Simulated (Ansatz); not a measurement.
Gas-phase electronic energies from Ansatz, PBE0-D4/def2-TZVP geometries. CCSD(T)/CBS is the MP2 limit (def2-TZVPP, def2-QZVPP) plus CCSD(T) − MP2 in def2-TZVPP, frozen cores. This one scheme is used for every species, atoms too. For atomizations the MP2-based limit and the directly extrapolated one differ by several kJ/mol either way, and by 10 to 25 for some Ge, Se and Sn compounds, so smaller differences from it don't rank the levels. Open shells (•) are unrestricted, without spin–orbit coupling. Spin–orbit coupling would lower the free atoms: a little for C, Si. One conformer a species, not always the lowest.

Consider the atomization: `C[Si](C)(C)/N=C/C=N/[Si](C)(C)C` → 8 C• + 20 H• + 2 N• + 2 Si•.

```csv
level,ΔE (kJ/mol)
MP2/def2-TZVPP,12544.2
CCSD/def2-TZVPP,12225.5
```

(1) What does CCSD(T)/CBS give? (An estimate is asked.)

Largest T1 diagnostic among the species: 0.012.

## Answers

(1) Ansatz gave: +12705.9 kJ/mol. The listed levels differ from it by -161.7, -480.4 kJ/mol.

From PBE to PBE0 (25 % exact exchange), in def2-TZVPP and without D4, ΔE moves by −163.3 kJ/mol: exact exchange takes away binding that semilocal exchange gives to molecules. Leaving LDA and LC-ωPBE aside and taking each functional with its dispersion term where it has one, the values, not all of them listed here, spread over 511.6 kJ/mol, from BHLYP-D4 to PBE-D4. LDA lies +1525.9 kJ/mol from PBE without D4, its usual overbinding.
